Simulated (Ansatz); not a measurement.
Name a neutral molecule of F, S, W with HOMO–LUMO gap (B3LYP/def2-TZVPP) between 5.10 and 5.40 eV and HOMO energy (ωB97M-V/def2-TZVPP) between -11.60 and -11.30 eV (Ansatz, PBE0-D4/def2-TZVP geometry).

`[F][W]([F])([F])([F])=[S]` (5.29 eV, -11.55 eV). Other molecules can fit too; these were computed, each in one conformer that needn't be the lowest.

B3LYP here is the variant with VWN-RPA as its local correlation; programs differ in this.
